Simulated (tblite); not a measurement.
Compound: C6H9N2P.
Numbering: `[CH3:1][N:2]([CH3:3])[c:4]1[cH:5][n:6][cH:7][cH:8][p:9]1` (hydrogens: H10, H11, H12 on C1; H13, H14, H15 on C3; H16 on C5; H17 on C7; H18 on C8)

The geometry is computed with GFN2-xTB (gas phase).

Question: Give the optimised bond lengths and angles.

Answer: 
```json
{"bond": "C1–N2, N2–C3", "length (bohr)": "2.720"}
{"bond": "N2–C4", "length (bohr)": "2.576"}
{"bond": "C4–C5", "length (bohr)": "2.653"}
{"bond": "C5–N6", "length (bohr)": "2.481"}
{"bond": "N6–C7", "length (bohr)": "2.503"}
{"bond": "C7–C8", "length (bohr)": "2.603"}
{"bond": "C8–P9", "length (bohr)": "3.271"}
{"bond": "C4–P9", "length (bohr)": "3.349"}
{"bond": "C1–H10 and 3 like bonds", "length (bohr)": "2.061"}
{"bond": "C1–H11, C1–H12", "length (bohr)": "2.072"}
{"bond": "C5–H16", "length (bohr)": "2.048"}
{"bond": "C7–H17", "length (bohr)": "2.050"}
{"bond": "C8–H18", "length (bohr)": "2.047"}
```

Bonds in one row agree within 0.02 bohr and their mean is given. A selection of angles:
```json
{"angle": "N2–C1–H10", "degrees": "110.3"}
{"angle": "N2–C1–H11", "degrees": "110.6"}
{"angle": "H10–C1–H11", "degrees": "108.9"}
{"angle": "H11–C1–H12", "degrees": "107.6"}
{"angle": "C1–N2–C3", "degrees": "119.8"}
{"angle": "C1–N2–C4", "degrees": "118.3"}
{"angle": "C3–N2–C4", "degrees": "121.8"}
{"angle": "N2–C4–C5", "degrees": "121.2"}
{"angle": "N2–C4–P9", "degrees": "117.9"}
{"angle": "C5–C4–P9", "degrees": "121.0"}
{"angle": "C4–C5–N6", "degrees": "127.8"}
{"angle": "C4–C5–H16", "degrees": "119.1"}
{"angle": "N6–C5–H16", "degrees": "113.1"}
{"angle": "C5–N6–C7", "degrees": "121.5"}
{"angle": "N6–C7–C8", "degrees": "125.8"}
{"angle": "N6–C7–H17", "degrees": "114.3"}
{"angle": "C8–C7–H17", "degrees": "119.9"}
{"angle": "C7–C8–P9", "degrees": "124.7"}
{"angle": "C7–C8–H18", "degrees": "119.2"}
{"angle": "P9–C8–H18", "degrees": "116.1"}
{"angle": "C4–P9–C8", "degrees": "99.2"}
```

Torsions: C1–N2–C4–C5 180° (antiperiplanar).

The 9 heavy atoms lie in one plane (0.001 Å rms). The 6-membered ring C4–C5–N6–C7–C8–P9 has internal angles of 99.2° to 127.8° (sum 720°, against 720° for a flat polygon); it is planar, 0.00 Å rms from its mean plane, widest ring torsion 0°. Of the pairs four or more bonds apart, C3···H16 is among the closest relative to their van der Waals radii: 2.49 Å, 86 % of the sum of Bondi's values. The 2 C–P bonds span 1.731 Å (C8–P9, aromatic) to 1.772 Å (C4–P9, aromatic), a spread of 0.041 Å. N2 (aniline-type nitrogen) is planar (angles 121.8°, 119.8° and 118.3°, sum 360.0°, 0.00 Å off the plane of its three neighbours). The 2 C–C bonds span 1.377 Å (C7–C8, aromatic) to 1.404 Å (C4–C5, aromatic), a spread of 0.027 Å. The C–N distances run from 1.313 Å (C5–N6, aromatic) to 1.441 Å (N2–C3, drawn single), a spread of 0.128 Å.

Point group: Cs (tolerance 0.08 Å). GFN2-xTB frequencies show an imaginary mode (21i cm⁻¹), so the point is no minimum at that level.
